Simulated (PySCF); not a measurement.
Compound: C₄H₃BF₂O.
Numbering: `[CH2:1]=[C:2]1[O:3][CH:4]=[C:5]1[B:6]([F:7])[F:8]` (hydrogens: H9, H10 on C1; H11 on C4)

Method: PBE0-D3(BJ)/def2-SVP geometry optimisation, gas phase in PySCF 2.14.0; density fitting, grid level 1; the optimiser is geomeTRIC in internal coordinates, started from a GFN2-xTB structure with every atom displaced at random (about 0.01 Å).

At the end of the run (lengths in Å): O3–C4 1.361, C1–H9 1.090, C4–H11 1.091, B6–F8 1.324, C1=C2 1.324, C1–H10 1.091, C5–B6 1.521, C1–C2–O3 125.9°, F7–B6–F8 117.2°, C1–C2–C5 143.0°, O3–C4–C5 98.8°, C1–C2–O3–C4 180°, C2–O3–C4–C5 0°, O3–C4–C5–B6 180°.

**Question.** These geometries were met on the way; a selection of coordinates is given. Order them by energy above the end point, lowest first.
A. O3–C4 1.420, C1–H9 1.041, C4–H11 1.047, B6–F8 1.341, C1=C2 1.309, C1–H10 1.104, C5–B6 1.513, C1–C2–O3 129.5°, F7–B6–F8 113.6°, C1–C2–C5 139.5°, O3–C4–C5 95.9°, C1–C2–O3–C4 180°, C2–O3–C4–C5 0°, O3–C4–C5–B6 -179°
B. O3–C4 1.365, C1–H9 1.100, C4–H11 1.106, B6–F8 1.325, C1=C2 1.325, C1–H10 1.089, C5–B6 1.526, C1–C2–O3 122.4°, F7–B6–F8 118.5°, C1–C2–C5 146.1°, O3–C4–C5 99.1°, C1–C2–O3–C4 177°, C2–O3–C4–C5 1°, O3–C4–C5–B6 179°
C. O3–C4 1.357, C1–H9 1.088, C4–H11 1.088, B6–F8 1.324, C1=C2 1.324, C1–H10 1.092, C5–B6 1.521, C1–C2–O3 126.1°, F7–B6–F8 117.0°, C1–C2–C5 142.5°, O3–C4–C5 99.6°, C1–C2–O3–C4 179°, C2–O3–C4–C5 0°, O3–C4–C5–B6 180°

**Answer.** C (0.004 eV), B (0.029 eV), A (0.206 eV).

```tsv
step	E above end (eV)	rms distance from the end, all atoms (Å)	largest force (eV/Å)	rms shift of all bonds from the end (Å)
3	0.004	0.009	0.291	0.002
1	0.029	0.053	0.735	0.006
0	0.206	0.051	3.860	0.028
```

Rows stand in the order of the answer.
